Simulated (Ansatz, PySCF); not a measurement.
Gas-phase reaction (SMILES): C1CC2=C1CC2 -> [CH]1CC2=C1CC2 + H atom; the C-H bond at the site shown breaks (other sites are not compared here).

Geometries: B3LYP-D3(BJ)/def2-TZVP minima from Ansatz (a program for electronic structure), one conformer each, not searched for the lowest. Correlated levels leave the core frozen unless marked. Open shells are spin-unrestricted. Spin-orbit coupling is left out. Non-relativistic. CBS(X,Y): correlation extrapolated as X^-3; Hartree-Fock from the larger set. Markedly spin-contaminated UHF reference, which strains HF, MP2 and, less, CCSD(T): [CH]1CC2=C1CC2. Thermal terms are rigid-rotor harmonic-oscillator values from B3LYP-D3(BJ) frequencies (Ansatz or PySCF) at 298.15 K and 1 atm. 1 Eh = 627.5095 kcal/mol. Atoms have translation alone.

```csv
species,"E, CCSD(T)/CBS(cc-pVTZ,cc-pVQZ) (Ansatz) (Eh)","E, wB97M-V/def2-TZVPD (Ansatz) (Eh)",H - E (Eh)
C1CC2=C1CC2,-232.97967,-233.28505,0.12658
[CH]1CC2=C1CC2,-232.31996,-232.63285,0.11288
H atom,-0.49995,-0.49411,0.00236
```

Problem. Work out ΔE and ΔH at 298.15 K at the first level, then ΔH at the second.

Solution. 
1. ΔE = [(-232.31996) + (-0.49995)] - [(-232.97967)] = 0.15976 Eh = 100.3 kcal/mol at CCSD(T)/CBS(cc-pVTZ,cc-pVQZ).
2. The terms H - E add up to -0.01134 Eh, so ΔH = (0.15976 + (-0.01134))×627.5095 = 93.1 kcal/mol.
3. At wB97M-V/def2-TZVPD the same steps give ΔE = 99.2 and ΔH = 92.1 kcal/mol, a shift of -1.0 from the first level.
4. These values are not checked against measurement here, since the tables used lack a sound gas-phase enthalpy of formation for at least one species.
